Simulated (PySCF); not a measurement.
Cl2, singlet, at a GFN2-xTB geometry. Base run: CAMB3LYP/aug-cc-pVDZ, polarisability run with PySCF.

PySCF was given this input:
```python
from pyscf import gto, scf, dft
from pyscf.prop import polarizability

mol = gto.M(
    atom='''
Cl   -0.00000000   -0.00000000   -1.00842595
Cl    0.00000000    0.00000000    1.00842595
''',
    basis='aug-cc-pvdz',
    verbose=4,
)

mf = dft.RKS(mol)
mf.xc = 'camb3lyp'
mf.kernel()
alpha = mf.Polarizability().polarizability()[2, 2]
print('alpha_zz =', alpha)
```

The base run was repeated with changes; each row names its change, and settings that it needs were set with it.

| change | alpha_zz (bohr³) | basis functions | core-seconds (rough) |
|---|---|---|---|
| base | 40.96 | 54 | 10 |
| basis = cc-pVTZ | 37.12 | 68 | 20 |
| basis = cc-pVDZ | 32.95 | 36 | 6 |
| basis = STO-3G | 21.66 | 18 | 1 |
| basis = def2-SVPD | 41.95 | 54 | 7 |
| basis = 6-31+G* | 34.90 | 44 | 9 |
| functional = lda,vwn | 40.88 | 54 | 3 |
| functional = pbe | 40.86 | 54 | 6 |
| finite field (a.u.) = 2e-4; conv_tol = 1e-6 | 41.20 | 54 | 8 |
| basis = aug-cc-pVTZ | 42.57 | 100 | 30 |
| functional = hf | 41.83 | 54 | 0.9 |
| finite field (a.u.) = 0.05; conv_tol = 1e-11 | 41.49 | 54 | 10 |

Finite-field rows take the second difference of the energy in a field along z; a small field with loose convergence shows SCF noise divided by the square of the field, and a large one adds hyperpolarisability.
